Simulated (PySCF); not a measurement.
**Working out the ionisation energy of Cu**

Cu [Ar] 3d10 4s1 (2S) → Cu+ [Ar] 3d10 (1S). Calculation: PySCF 2.14, in def2-QZVPPD (11s6p5d4f2g, 100 functions); no relativity, point nucleus. Frozen: [Ne]. Energies in hartree (1 hartree = 27.21139 eV):

```csv
part,Cu (lower),Cu+ (upper)
UHF,-1638.963228,-1638.727212
MP2 opposite-spin,-0.560735,-0.538016
MP2 same-spin,-0.290362,-0.273306
```

Q: What does Hartree-Fock give?

A: (-1638.727212) − (-1638.963228) = 0.236016 hartree = 6.422 eV.

Q: What do MP2 and SCS-MP2 (6/5 opposite-spin, 1/3 same-spin) give?

A: The opposite-spin parts differ by 0.618 eV and the same-spin parts by 0.464 eV. MP2: 6.422 + (0.618) + (0.464) = 7.504 eV. SCS-MP2: 6.422 + 1.2 × (0.618) + (0.464)/3 = 7.318 eV.

Measured between the centres of the two terms (NIST): 7.726 eV, so MP2 (valence and next inner shell) is off by -0.222 eV.

The calculation is non-relativistic.

What remains against the reference includes basis incompleteness, the frozen core and correlation beyond second order.
